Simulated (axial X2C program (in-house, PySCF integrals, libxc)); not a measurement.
# HBr: computed against measured constants

Computed with an axial X2C code built on PySCF integrals. Spin-free means the one-electron spin-free X2C Hamiltonian; two-component (2c) means X2C with spin–orbit coupling and atomic mean-field two-electron Coulomb and Gaunt terms, so the difference of the two also holds small scalar two-electron terms. Basis: Br dyall-cv3z [8s9p6d4f1g], H dyall-v3z [6s2p1d] (cores contracted in-house); Gaussian nuclei, density fitting, unrestricted open shells. Masses: Br 78.918 u, H 1.008 u.

```json
{"Hamiltonian": "spin-free", "level": "PBE0", "Re (Å)": "1.418", "ωe (cm⁻¹)": "2656.1", "ωexe (cm⁻¹)": "41", "De (eV)": "3.94"}
{"Hamiltonian": "spin-free", "level": "HF", "Re (Å)": "1.404", "ωe (cm⁻¹)": "2788.9", "ωexe (cm⁻¹)": "38.8", "De (eV)": "2.79"}
{"Hamiltonian": "spin-free", "level": "MP2", "Re (Å)": "1.410", "ωe (cm⁻¹)": "2717.4", "ωexe (cm⁻¹)": "41.7", "De (eV)": "3.91"}
{"Hamiltonian": "spin-free", "level": "CCSD", "Re (Å)": "1.415", "ωe (cm⁻¹)": "2670.6", "ωexe (cm⁻¹)": "44.7", "De (eV)": "3.90"}
{"Hamiltonian": "spin-free", "level": "CCSD(T)", "Re (Å)": "1.417", "ωe (cm⁻¹)": "2652.9", "ωexe (cm⁻¹)": "45.7", "De (eV)": "3.95"}
{"Hamiltonian": "spin-free", "level": "LDA", "Re (Å)": "1.429", "ωe (cm⁻¹)": "2565.0", "ωexe (cm⁻¹)": "41.5", "De (eV)": "4.56"}
{"Hamiltonian": "spin-free", "level": "BP86", "Re (Å)": "1.431", "ωe (cm⁻¹)": "2548.3", "ωexe (cm⁻¹)": "42.5", "De (eV)": "4.13"}
{"Hamiltonian": "spin-free", "level": "B97-3", "Re (Å)": "1.418", "ωe (cm⁻¹)": "2654.8", "ωexe (cm⁻¹)": "40.8", "De (eV)": "3.92"}
{"Hamiltonian": "2c", "level": "PBE0", "Re (Å)": "1.419", "ωe (cm⁻¹)": "2650.3", "ωexe (cm⁻¹)": "41.1", "De (eV)": "3.84"}
{"Hamiltonian": "2c", "level": "HF", "Re (Å)": "1.405", "ωe (cm⁻¹)": "2783.8", "ωexe (cm⁻¹)": "38.9", "De (eV)": "2.63"}
{"Hamiltonian": "2c", "level": "MP2", "Re (Å)": "1.411", "ωe (cm⁻¹)": "2712.7", "ωexe (cm⁻¹)": "41.8", "De (eV)": "3.77"}
{"Hamiltonian": "2c", "level": "CCSD", "Re (Å)": "1.415", "ωe (cm⁻¹)": "2665.5", "ωexe (cm⁻¹)": "44.9", "De (eV)": "3.76"}
{"Hamiltonian": "2c", "level": "CCSD(T)", "Re (Å)": "1.417", "ωe (cm⁻¹)": "2647.8", "ωexe (cm⁻¹)": "45.8", "De (eV)": "3.81"}
{"Hamiltonian": "2c", "level": "LDA", "Re (Å)": "1.430", "ωe (cm⁻¹)": "2558.7", "ωexe (cm⁻¹)": "41.6", "De (eV)": "4.40"}
{"Hamiltonian": "2c", "level": "BP86", "Re (Å)": "1.432", "ωe (cm⁻¹)": "2542.0", "ωexe (cm⁻¹)": "42.6", "De (eV)": "4.01"}
{"Hamiltonian": "2c", "level": "B97-3", "Re (Å)": "1.419", "ωe (cm⁻¹)": "2649.1", "ωexe (cm⁻¹)": "40.9", "De (eV)": "3.80"}
```

De refers to Br + H.

Correlated methods: 8 electrons correlated (number of frozen shells: Br 3 s, 2 p, 1 d; H none), 144 virtual spin orbitals or spinors in MP2, 74 natural virtuals in coupled cluster.

Measured (Huber and Herzberg, Constants of Diatomic Molecules, 1979; state 1Σ+): Re (Å) 1.41444, ωe (cm⁻¹) 2648.97, ωexe (cm⁻¹) 45.2175.

Q: Work out the error of each level, computed minus measured.

A: 

```tsv
Hamiltonian	level	Re (Å)	ωe (cm⁻¹)	ωexe (cm⁻¹)
spin-free	PBE0	0.004	7.1	-4.22
spin-free	HF	-0.010	139.9	-6.42
spin-free	MP2	-0.004	68.4	-3.52
spin-free	CCSD	0.001	21.6	-0.52
spin-free	CCSD(T)	0.003	3.9	0.48
spin-free	LDA	0.015	-84.0	-3.72
spin-free	BP86	0.017	-100.7	-2.72
spin-free	B97-3	0.004	5.8	-4.42
2c	PBE0	0.005	1.3	-4.12
2c	HF	-0.009	134.8	-6.32
2c	MP2	-0.003	63.7	-3.42
2c	CCSD	0.001	16.5	-0.32
2c	CCSD(T)	0.003	-1.2	0.58
2c	LDA	0.016	-90.3	-3.62
2c	BP86	0.018	-107.0	-2.62
2c	B97-3	0.005	0.1	-4.32
```

Occupations by symmetry block were frozen at the best pattern of an incomplete PBE0 search. Closed shells are restricted here (equal orbitals for both partners); the stretched side of such a curve lies too high. De is counted from the lowest determinant-based energies of the atoms at the same level, without counterpoise correction. Coupled cluster ran in a truncated set of natural virtual spinors; the MP2 energy of the rest was added. (T) has no such correction and the atoms are truncated less, which lowers De at CCSD(T) by a hundredth of an eV or more. The functionals have no current-density term, which raises determinants with orbital currents, atoms included.
